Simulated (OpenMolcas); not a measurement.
## Multiplet structure of Mo3+

```json
{
 "Program": "OpenMolcas 26.06",
 "Method": "SS-RASPT2, IPEA 0.25 Eh, imaginary shift 0.1 Eh (closed shells correlated: 4s 4p)",
 "Basis": "ANO-RCC-VTZP [7s6p4d2f1g]",
 "Scalar Hamiltonian": "DKH2, point nucleus",
 "Active space": "3 electrons in 9 orbitals (RAS2 4d 5s; RAS3 5p, at most 2 electrons)",
 "State averaging": "2S+1 = 4 even, 20 roots; 2S+1 = 2 even, 65 roots kept (CI in the orbitals of an earlier block); 2S+1 = 4 odd, 30 roots; 2S+1 = 2 odd, 75 roots kept (CI in the orbitals of an earlier block)",
 "Spin-orbit coupling": "RASSI with atomic mean-field integrals over the reference wave functions, term energies averaged over their components"
}
```

Spin-free terms above the lowest, with the occupations of the reference:

| Configuration | Term | E (cm-1) | Occupations |
| --- | --- | --- | --- |
| 4d3 | 4F | 0.0 | 4d 3.00 |
| 4d3 | 4P | 9750 | 4d 3.00 |
| 4d3 | 2G | 10880 | 4d 3.00 |
| 4d3 | 2P | 13190 | 4d 2.99 5s 0.01 |
| 4d3 | 2H | 14950 | 4d 3.00 |
| 4d3 | 2D(1) | 15110 | 4d 2.99 |
| 4d3 | 2F | 24010 | 4d 2.99 5s 0.01 |
| 4d3 | 2D(2) | 38760 | 4d 2.99 |
| 4d2 5s | 4F | 66310 | 4d 2.00 5s 1.00 |
| 4d2 5s | 2F | 73320 | 4d 2.00 5s 0.99 |
| 4d2 5s | 4P | 76660 | 4d 2.00 5s 1.00 |
| 4d2 5s | 2D | 77110 | 4d 2.00 5s 1.00 |
| 4d2 5s | 2G | 83140 | 4d 2.00 5s 1.00 |
| 4d2 5s | 2P | 83800 | 4d 2.01 5s 0.99 |
| 4d2 5s | 2S | 103700 | 4d 1.99 5s 1.00 5p 0.01 |
| 4d2 5p | 4G* | 111920 | 4d 2.00 5p 1.00 |
| 4d2 5p | 4F* | 113240 | 4d 2.00 5p 1.00 |

With spin-orbit coupling, above the lowest level:

```json
{"Configuration": "4d3", "Term": "4F", "J": "3/2", "E (cm-1)": "0.0", "Measured (cm-1)": "0.0", "Term weight %": "99", "Second": ""}
{"Configuration": "4d3", "Term": "4F", "J": "5/2", "E (cm-1)": "782", "Measured (cm-1)": "778", "Term weight %": "100", "Second": ""}
{"Configuration": "4d3", "Term": "4F", "J": "7/2", "E (cm-1)": "1767", "Measured (cm-1)": "1760", "Term weight %": "100", "Second": ""}
{"Configuration": "4d3", "Term": "4F", "J": "9/2", "E (cm-1)": "2880", "Measured (cm-1)": "2865", "Term weight %": "98", "Second": ""}
{"Configuration": "4d3", "Term": "4P", "J": "3/2", "E (cm-1)": "10610", "Measured (cm-1)": "10331", "Term weight %": "84", "Second": "13 2P"}
{"Configuration": "4d3", "Term": "4P", "J": "1/2", "E (cm-1)": "10620", "Measured (cm-1)": "10338", "Term weight %": "93", "Second": "6 2P"}
{"Configuration": "4d3", "Term": "4P", "J": "5/2", "E (cm-1)": "11870", "Measured (cm-1)": "11612", "Term weight %": "99", "Second": ""}
{"Configuration": "4d3", "Term": "2G", "J": "7/2", "E (cm-1)": "12090", "Measured (cm-1)": "11580", "Term weight %": "99", "Second": ""}
{"Configuration": "4d3", "Term": "2G", "J": "9/2", "E (cm-1)": "12850", "Measured (cm-1)": "12311", "Term weight %": "86", "Second": "13 2H"}
{"Configuration": "4d3", "Term": "2P", "J": "3/2", "E (cm-1)": "14650", "Measured (cm-1)": "", "Term weight %": "47", "Second": "38 2D(1)"}
{"Configuration": "4d3", "Term": "2P", "J": "1/2", "E (cm-1)": "14730", "Measured (cm-1)": "14348", "Term weight %": "93", "Second": "6 4P"}
{"Configuration": "4d3", "Term": "2H", "J": "9/2", "E (cm-1)": "16790", "Measured (cm-1)": "15995", "Term weight %": "87", "Second": "13 2G"}
{"Configuration": "4d3", "Term": "2H", "J": "11/2", "E (cm-1)": "17180", "Measured (cm-1)": "16357", "Term weight %": "100", "Second": ""}
{"Configuration": "4d3", "Term": "2D(1)", "J": "5/2", "E (cm-1)": "17520", "Measured (cm-1)": "16809", "Term weight %": "98", "Second": ""}
{"Configuration": "4d3", "Term": "2D(1)", "J": "3/2", "E (cm-1)": "17660", "Measured (cm-1)": "17107", "Term weight %": "59", "Second": "39 2P"}
{"Configuration": "4d3", "Term": "2F", "J": "7/2", "E (cm-1)": "25690", "Measured (cm-1)": "24787", "Term weight %": "100", "Second": ""}
{"Configuration": "4d3", "Term": "2F", "J": "5/2", "E (cm-1)": "26000", "Measured (cm-1)": "25100", "Term weight %": "99", "Second": ""}
{"Configuration": "4d3", "Term": "2D(2)", "J": "5/2", "E (cm-1)": "40530", "Measured (cm-1)": "38922", "Term weight %": "99", "Second": ""}
{"Configuration": "4d3", "Term": "2D(2)", "J": "3/2", "E (cm-1)": "40950", "Measured (cm-1)": "39231", "Term weight %": "100", "Second": ""}
{"Configuration": "4d2 5s", "Term": "4F", "J": "3/2", "E (cm-1)": "66370", "Measured (cm-1)": "60896", "Term weight %": "99", "Second": ""}
{"Configuration": "4d2 5s", "Term": "4F", "J": "5/2", "E (cm-1)": "67060", "Measured (cm-1)": "61626", "Term weight %": "98", "Second": ""}
{"Configuration": "4d2 5s", "Term": "4F", "J": "7/2", "E (cm-1)": "68060", "Measured (cm-1)": "62708", "Term weight %": "99", "Second": ""}
{"Configuration": "4d2 5s", "Term": "4F", "J": "9/2", "E (cm-1)": "69320", "Measured (cm-1)": "64046", "Term weight %": "100", "Second": ""}
{"Configuration": "4d2 5s", "Term": "2F", "J": "5/2", "E (cm-1)": "73960", "Measured (cm-1)": "69178", "Term weight %": "96", "Second": "3 2D"}
{"Configuration": "4d2 5s", "Term": "2F", "J": "7/2", "E (cm-1)": "75950", "Measured (cm-1)": "71358", "Term weight %": "99", "Second": ""}
{"Configuration": "4d2 5s", "Term": "4P", "J": "1/2", "E (cm-1)": "77690", "Measured (cm-1)": "71750", "Term weight %": "100", "Second": ""}
{"Configuration": "4d2 5s", "Term": "4P", "J": "5/2", "E (cm-1)": "77860", "Measured (cm-1)": "72236", "Term weight %": "55", "Second": "42 2D"}
{"Configuration": "4d2 5s", "Term": "4P", "J": "3/2", "E (cm-1)": "77980", "Measured (cm-1)": "72163", "Term weight %": "81", "Second": "18 2D"}
{"Configuration": "4d2 5s", "Term": "2D", "J": "3/2", "E (cm-1)": "79090", "Measured (cm-1)": "74009", "Term weight %": "78", "Second": "18 4P"}
{"Configuration": "4d2 5s", "Term": "2D", "J": "5/2", "E (cm-1)": "80190", "Measured (cm-1)": "", "Term weight %": "54", "Second": "44 4P"}
{"Configuration": "4d2 5s", "Term": "2G", "J": "9/2", "E (cm-1)": "85010", "Measured (cm-1)": "", "Term weight %": "100", "Second": ""}
{"Configuration": "4d2 5s", "Term": "2P", "J": "1/2", "E (cm-1)": "85020", "Measured (cm-1)": "79899", "Term weight %": "100", "Second": ""}
{"Configuration": "4d2 5s", "Term": "2G", "J": "7/2", "E (cm-1)": "85030", "Measured (cm-1)": "", "Term weight %": "99", "Second": ""}
{"Configuration": "4d2 5s", "Term": "2P", "J": "3/2", "E (cm-1)": "86080", "Measured (cm-1)": "81052", "Term weight %": "97", "Second": "2 2D"}
{"Configuration": "4d2 5s", "Term": "2S", "J": "1/2", "E (cm-1)": "105670", "Measured (cm-1)": "99784", "Term weight %": "99", "Second": ""}
{"Configuration": "4d2 5p", "Term": "4G*", "J": "5/2", "E (cm-1)": "110430", "Measured (cm-1)": "109415", "Term weight %": "84", "Second": "15 2F*(1)"}
{"Configuration": "4d2 5p", "Term": "4G*", "J": "7/2", "E (cm-1)": "112060", "Measured (cm-1)": "111340", "Term weight %": "93", "Second": "5 2F*(1)"}
{"Configuration": "4d2 5p", "Term": "4F*", "J": "3/2", "E (cm-1)": "112580", "Measured (cm-1)": "111760", "Term weight %": "80", "Second": "16 2D*(1)"}
{"Configuration": "4d2 5p", "Term": "4F*", "J": "5/2", "E (cm-1)": "113680", "Measured (cm-1)": "112925", "Term weight %": "83", "Second": "10 2D*(1)"}
{"Configuration": "4d2 5p", "Term": "4G*", "J": "9/2", "E (cm-1)": "113840", "Measured (cm-1)": "113443", "Term weight %": "97", "Second": "2 4F*"}
```

Against the 35 measured excited levels shown (Sugar and Musgrove, J. Phys. Chem. Ref. Data 17, 155 (1988)) the mean absolute deviation is 2400 cm-1; the largest miss in energy is 4d2 5s 4P 1/2: computed 77690, measured 71750 cm-1 (+8.3 %).

Spin-orbit coupling puts the lowest level 1820 cm-1 below the lowest spin-free term.

For 4F the intervals divided by the larger J are 312.9, 281.4, 247.7 cm-1. Landé's interval rule makes them equal in pure LS coupling; they differ by 23 % of their mean. The multiplet is regular.

CASPT2 does not keep the components of a term degenerate, so their means are used; among the terms shown or strongly mixed into the levels shown the widest spread is 790 cm-1 (4d2 5s 2G). Some levels mix across a computed gap that differs much from the measured one, so their mixing is not that of the real levels. Terms from blocks run as CI alone lack orbitals of their own. A single d shell beside an s shell can misplace configurations of different d count against each other. The CASPT2 spread within a term exceeds the gap to the next term for 4d3 2H and 4d3 2D(1), 4d2 5s 2G and 4d2 5s 2P, so the order of their levels is uncertain. Computed and measured levels are paired by configuration, term and J; levels that our copy of the source lacks, or whose pairing is in doubt (as where it misses far off the trend of its configuration), stay unpaired and out of the deviations. Only configurations of the active space appear. The first state left out of the spin-orbit step lies near 160000 cm-1 above the lowest spin-free state of the reference (among the parities and spins computed), and the list stops at four fifths of that energy or lower. The table shows the lowest 40 of 71 levels.

The term weight is that of the spin-free term in the level, not the purity of its configuration. A number in round brackets counts repeated terms of one configuration in the order of the reference energies. * marks odd parity.
